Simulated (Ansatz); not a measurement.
This geometry of C2H10AlNSi (15 atoms, charge 0, multiplicity 1) is a first-order saddle point.

Method: Ansatz 0.2.0, RKS BLYP/def2-SVP.

```xyz
15
Properties=species:S:1:pos:R:3
C -2.360 -0.155 -0.416
Al -0.449 -0.639 -0.415
N 0.207 -1.543 -1.855
C 0.698 -0.164 1.133
Si 1.625 1.484 1.009
H -2.987 -1.073 -0.476
H -2.610 0.438 -1.322
H -2.688 0.422 0.473
H 0.864 -1.103 -2.510
H 0.471 -2.533 -1.793
H 1.462 -0.961 1.272
H 0.078 -0.126 2.057
H 0.658 2.633 0.903
H 2.516 1.752 2.192
H 2.492 1.517 -0.223
```

Q: Which two structures does it join? (They come from a converged band through this point; their orientation in space is the band's.)

A: No bond is made or broken. The dihedral C1–Al2–N3–H10 goes from -179 to 1°.

Initial state:

```xyz
15
Properties=species:S:1:pos:R:3
C -2.158 0.360 -0.787
Al -0.381 -0.485 -0.633
N 0.386 -1.186 -2.095
C 0.611 -0.597 1.079
Si 1.457 0.991 1.669
H -2.913 -0.176 -0.171
H -2.539 0.382 -1.830
H -2.140 1.407 -0.416
H -0.021 -1.170 -3.035
H 1.295 -1.656 -2.129
H 1.384 -1.394 1.011
H -0.101 -0.910 1.876
H 0.456 2.105 1.821
H 2.152 0.828 2.995
H 2.489 1.447 0.673
```

Final state:

```xyz
15
Properties=species:S:1:pos:R:3
C -2.213 0.250 -0.608
Al -0.463 -0.641 -0.408
N 0.069 -1.816 -1.654
C 0.755 -0.293 1.116
Si 1.657 1.374 1.111
H -2.766 -0.077 -1.513
H -2.096 1.354 -0.670
H -2.869 0.057 0.269
H 0.950 -2.337 -1.651
H -0.465 -2.063 -2.493
H 1.519 -1.099 1.176
H 0.162 -0.344 2.057
H 0.673 2.513 1.091
H 2.541 1.565 2.315
H 2.525 1.506 -0.111
```

Q: How far does it lie above each of them?

A: 0.44 eV above the first and 0.44 eV above the second. This is the barrier of this one path; another mechanism may lie lower.

Run time: 2.7 min on 2 threads of INTEL(R) XEON(R) PLATINUM 8581C CPU @ 2.30GHz (Emerald Rapids), with other jobs on the host, peak memory 0.19 GiB.
